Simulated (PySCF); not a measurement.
C4H6NOSi (doublet state).
Structure used (GFN2-xTB), in Å, numbered top down from 1:
```xyz
13
C4H6NOSi angstrom
N      3.1890   -1.2871   -1.0736
C      2.3694   -0.7404   -0.4892
Si     1.0381    0.1252    0.4998
C     -0.4337   -0.9365    0.8229
C     -1.6247   -0.3218    0.2017
O     -1.3919    0.9967   -0.2250
C     -0.0485    1.2171   -0.6433
H      1.6879    0.8243    1.6106
H     -0.5401   -1.8910    1.3045
H     -2.4812   -0.2832    0.8885
H     -1.9467   -0.9444   -0.6595
H      0.1222    2.2884   -0.5503
H      0.0559    0.9532   -1.7048
```

The hyperfine couplings belong to this conformer and change with its torsions.

Identity: `N#C[Si@@H]1[CH]COC1` [radical].

Method: UKS B3LYP, pcH-1 on C H N O Si, non-relativistic, mean-field spin-orbit, GIAO in PySCF 2.14.0. The structure is a single GFN2-xTB conformer in the gas phase; no vibrational or solvent corrections. A GFN2-xTB geometry isn't a minimum of the functional, and hyperfine couplings can be far from their values at a DFT geometry. No stability test was run, so a lower SCF solution isn't excluded.

Predict the first-order ENDOR lines of C4, C5, C2, H11, H10, H9, H8, H12, H13 and Si3 under fast tumbling at B = 1213.7 mT (Q band).

For S = 1/2 in fast tumbling each set of equivalent nuclei gives two lines, ν± = |νn ± a/2| to first order, with νn = g_N μN B/h and μN/h = 7.62259 MHz/T.

| nuclei | isotope | g_N | νn (MHz) | a_iso (MHz) | lower line (MHz) | upper line (MHz) |
| --- | --- | --- | --- | --- | --- | --- |
| C4 | 13C | 1.4048 | 13.00 | 77.63 | 25.82 | 51.81 |
| C5 | 13C | 1.4048 | 13.00 | -33.51 | 3.76 | 29.75 |
| C2 | 13C | 1.4048 | 13.00 | 27.74 | 0.87 | 26.87 |
| H11 | 1H | 5.5857 | 51.68 | 151.19 | 23.92 | 127.27 |
| H10 | 1H | 5.5857 | 51.68 | 110.30 | 3.47 | 106.82 |
| H9 | 1H | 5.5857 | 51.68 | -56.77 | 23.29 | 80.06 |
| H8 | 1H | 5.5857 | 51.68 | 52.97 | 25.19 | 78.16 |
| H12 | 1H | 5.5857 | 51.68 | 5.85 | 48.75 | 54.60 |
| H13 | 1H | 5.5857 | 51.68 | 4.00 | 49.68 | 53.67 |
| Si3 | 29Si | -1.1106 | 10.27 | 44.91 | 12.18 | 32.73 |

The rows for 13C and 29Si, of low natural abundance, apply to labelled samples.

Which pairs are centred on the nuclear Larmor frequency, and which on half the coupling?

Centred on νn, since |a| < 2νn: H9, H8, H12 and H13. Centred on |a|/2 and split by 2νn: C4, C5, C2, H11, H10 and Si3.
